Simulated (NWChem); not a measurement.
# Atomisation of CH$_{6}$OPbSi

```xyz
10

Pb     0.1097     0.1887     0.5741
O      1.6424    -0.3785    -0.7771
C      1.5928    -0.8257    -2.0988
H      0.5656    -0.9014    -2.5119
H      2.1639    -0.1465    -2.7633
H      2.0573    -1.8283    -2.1900
Si    -2.0664    -0.2570    -1.1645
H     -2.1690    -1.6784    -1.6343
H     -2.0221     0.6016    -2.3945
H     -3.3606     0.0577    -0.4714
```
Charge 0, spin multiplicity 1.

All runs are NWChem calculations. Structure: optimised with B3LYP/def2-SVP with def2 effective core potentials on Pb, with no frequency check, so it may be a saddle point. It is one conformer; others weren't searched.

Basis set: def2-TZVP. The atomisation energy is electronic alone: no zero-point, thermal, spin-orbit or counterpoise terms. No value is extrapolated to the basis-set limit. Free atoms are single determinants with multiplicities Pb 3, O 3, C 3, H 2, Si 3. Correlated methods freeze the same cores in atoms and molecule, 11 orbitals in all.

Effective core potentials replace the inner electrons of Pb; spin-orbit coupling is left out. B3LYP has NWChem's definition, with VWN1-RPA local correlation. The structure started from a generated list of species. The stability of the SCF solutions was not checked. Open-shell Hartree-Fock references start from PBE0 orbitals.

One of these methods gave an atomisation energy of 769.7 kcal/mol. Which?
A) PBE
B) HF
C) BP86
D) MP2

C, BP86. The others give 523.8 (HF), 756.7 (PBE), 720.4 (MP2).
